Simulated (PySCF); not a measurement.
Acid–base and redox partners of N=C=O. Isolated molecules, 0 K electronic values unless said otherwise. One relaxed conformer stands for each flexible species; it need not be the lowest. Strings in code marks are SMILES.

The HOMO–LUMO gap from two functionals at the same geometries (M06-2X/def2-TZVP), both in PySCF: PBE-D3(BJ)/def2-TZVP and B3LYP-D3(BJ)/def2-TZVP. B3LYP has the VWN-RPA correlation part, as in Gaussian. 

| species | PBE-D3(BJ)/def2-TZVP (eV) | B3LYP-D3(BJ)/def2-TZVP (eV) |
|---|---|---|
| neutral parent (`N=C=O`) | 6.51 | 8.47 |
| proton added at N1 (`C(=[NH2+])=O`) | 6.00 | 8.19 |
| proton added at O3 (`N=C=[OH+]` (not the most basic site)) | 7.61 | 9.80 |

Over these rows, drawn at random from the members with no instability flagged (it was tested for open shells, ions and some series alone), PBE minus B3LYP-D3(BJ): mean -2.11 eV, from -2.19 eV to -1.96 eV.
